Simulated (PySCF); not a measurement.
SMILES [SiH3][Zn][SiH3] (PBE0/def2-SVP optimised geometry):

```
9

Zn    -0.214    -0.125     0.000
Si     0.691    -2.345     0.000
H      0.261    -3.131     1.204
H      2.192    -2.345     0.000
H      0.261    -3.132    -1.203
Si    -1.118     2.094     0.000
H     -0.073     3.132    -0.288
H     -1.732     2.456     1.320
H     -2.192     2.268    -1.035
```

Computed with PySCF 2.14.0 with PBE0/def2-TZVP.

Problem. What are the frontier orbital energies and the dipole moment?

Solution. HOMO-2 -9.52 eV, HOMO-1 -9.11 eV, HOMO -6.89 eV, LUMO -1.46 eV, LUMO+1 -1.46 eV; dipole moment 0.00 D.

Meta-Löwdin charges at PBE0/def2-TZVP: Zn1 0.89, Si2 -0.25, H3 -0.07, H4 -0.07, H5 -0.07, Si6 -0.25, H7 -0.07, H8 -0.07, H9 -0.07.
